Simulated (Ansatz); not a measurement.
Complex: HF (SMILES F) (first 2 atoms) with C3H8 (SMILES CCC); geometry from B3LYP-D3(BJ)/def2-TZVP, rigid monomers moved along the line of their centres of mass till H2···C5 is 2.14 Å.
(charge 0, multiplicity 1):
```xyz
13

F     -0.36195     0.09118     0.36873
H     -0.49782     0.35623     1.24796
C      0.76882    -1.07982     3.31209
C      0.02892    -0.03316     4.14096
C     -0.78370     0.93440     3.28442
H      1.34155    -1.75779     3.94677
H      0.07290    -1.68416     2.72503
H      1.46653    -0.61099     2.61382
H      0.74612     0.53385     4.74077
H     -0.63757    -0.53120     4.85045
H     -1.30849     1.67726     3.88696
H     -0.13384     1.48900     2.59816
H     -1.54805     0.39969     2.70935
```

Counterpoise-corrected where a basis set is named; no monomer relaxation.

Frozen-core correlation.

Codes used: Ansatz (an electronic-structure program). Values without a source in brackets are computed.

Problem. What is the computed interaction energy (r2SCAN/def2-TZVPPD)?

Solution. -91 meV
